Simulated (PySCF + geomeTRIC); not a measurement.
Species: CH$_{5}$O$_{2}$Si, SMILES `[OH+]=CO[SiH3]` (O–C–O–Si torsion 0°) (charge 1, multiplicity 1).

Task: Give a relaxed geometry from TPSSh-D3(BJ)/def2-TZVP in PySCF + geomeTRIC.

Result: One answer among several that fit: the end point of this relaxation, one of several conformers (outside a Z-matrix the atoms follow the SMILES, hydrogens last).
Bond lengths (Å): O1–C2 1.288, O1–H5 0.976, C2–O3 1.246, C2–H6 1.091, O3–Si4 1.798, Si4–H7 1.468, Si4–H8 1.468, Si4–H9 1.463. Bond angles (°): C2–O1–H5 113.7, O1–C2–O3 120.5, O1–C2–H6 120.9, O3–C2–H6 118.7, C2–O3–Si4 130.8, O3–Si4–H7 103.4, O3–Si4–H8 103.3, O3–Si4–H9 100.3, H7–Si4–H8 114.8, H7–Si4–H9 116.0, H8–Si4–H9 116.0.
